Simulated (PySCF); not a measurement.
Chain-length series, n-germane methyl/methyl (end groups after the name). All species are isolated molecules in the gas phase. One relaxed conformer stands for each flexible species; it need not be the lowest. Strings in code marks are SMILES. All members: neutral, multiplicity 1. Level: PBE-D3(BJ)/def2-TZVP // PBE0-D3(BJ)/def2-SVP (PySCF). Delta-SCF ions had no search for a lower state.  The ionisation energy is E(N − 1 electrons) − E(N electrons) at the parent's geometry.

```csv
species,n (atoms other than H),1/n,vertical ionisation energy (Delta-SCF) (eV)
`[CH3][GeH2][GeH2][GeH2][GeH2][GeH2][GeH2][CH3]`,8,0.1250,7.84
`[CH3][GeH2][GeH2][GeH2][GeH2][GeH2][CH3]`,7,0.1429,8.07
`[CH3][GeH2][GeH2][GeH2][GeH2][CH3]`,6,0.1667,8.36
"`[CH3][GeH2][GeH2][GeH2][CH3]` (C–Ge–Ge–Ge torsion 180°, Ge–Ge–Ge–C torsion 180°)",5,0.2000,8.77
`[CH3][GeH2][GeH2][CH3]` (C–Ge–Ge–C torsion 179°),4,0.2500,9.23
`[CH3][GeH2][CH3]`,3,0.3333,withheld
```

Problem. Fit vertical ionisation energy (Delta-SCF) = a + b·x to the 5 complete rows by least squares, with x = 1/n. Give a, b and the rms residual, and predict the withheld value.

Solution. Means of the 5 rows: x̄ = 0.17692, ȳ = 8.454 eV. Σ(x − x̄)² = 0.0098309 and Σ(x − x̄)(y − ȳ) = 0.10991, so b = 11.180 and a = ȳ − b·x̄ = 6.476 eV. The rms residual is 0.036 eV. At x = 0.3333 the line gives 10.20 eV, outside the range of the fitted rows. The run for `[CH3][GeH2][CH3]` gave 10.36 eV, so the line is off by 0.16 eV, more than twice the rms residual.

Codes: PySCF.
